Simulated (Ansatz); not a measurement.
Isolated molecules relaxed with PBE0-D4/def2-TZVP in Ansatz; ΔE leaves out vibrations. CCSD(T)/CBS adds triple-zeta CCSD(T) − MP2 to the extrapolated MP2 energy (def2 sets, frozen cores). This one scheme is used for every species. One conformer a species, not always the lowest.

Reaction (formal exchange of groups at the Si–S bond): `CS[SiH2][AlH][NH2]` + `[SiH3]Cl` → `[NH2][AlH][SiH2][SiH2]Cl` + CH₃SH

`CS[SiH2][AlH][NH2]`:

Cartesian coordinates in Å:
```
C 0.270 0.879 -1.863
S 1.120 1.879 -0.610
Si 1.446 0.381 0.898
Al -0.766 -0.375 1.630
N -1.600 -1.550 0.601
H -0.001 1.552 -2.675
H 0.930 0.103 -2.254
H -0.639 0.423 -1.466
H 2.333 -0.691 0.350
H 2.211 1.101 1.954
H -1.572 0.203 2.868
H -1.191 -2.025 -0.187
H -2.541 -1.880 0.753
```

`[SiH3]Cl`:

```xyz
5

Si    0.037   -0.051   -0.112
Cl   -0.556    0.769    1.675
H     0.570   -1.408    0.147
H     1.086    0.812   -0.701
H    -1.138   -0.121   -1.010
```

`[NH2][AlH][SiH2][SiH2]Cl`:

Z-matrix (Å, degrees):
```
Si
Al 1 2.452
Si 1 2.335 2 109.8
H 1 1.493 2 112.4 3 118.8
H 1 1.494 2 113.4 3 -119.6
N 2 1.763 1 115.7 3 -23.4
H 2 1.584 1 125.4 3 155.6
Cl 3 2.078 1 108.3 2 52.3
H 3 1.485 1 114.8 2 171.0
H 3 1.486 1 111.7 2 -64.9
H 6 1.007 2 125.4 1 179.9
H 6 1.009 2 123.9 1 -2.0
```

CH₃SH:

```xyz
6

C    -0.058    0.452   -0.184
S    -0.415   -0.920    0.935
H     0.965    0.807   -0.068
H    -0.738    1.256    0.096
H    -0.249    0.181   -1.222
H     0.494   -1.776    0.443
```

| species | MP2/def2-QZVPP energy (Eh) |
| --- | --- |
| `CS[SiH2][AlH][NH2]` | -1026.34806 |
| `[SiH3]Cl` | -750.62061 |
| `[NH2][AlH][SiH2][SiH2]Cl` | -1338.79468 |
| CH₃SH | -438.15657 |

Problem. Work out ΔE.

Solution. ΔE = (-1338.79468) + (-438.15657) − (-1026.34806) − (-750.62061) = 0.01742 Eh = +45.7 kJ/mol. CCSD(T)/CBS gives +37.8 kJ/mol.

Largest T1 diagnostic among the species: 0.013.
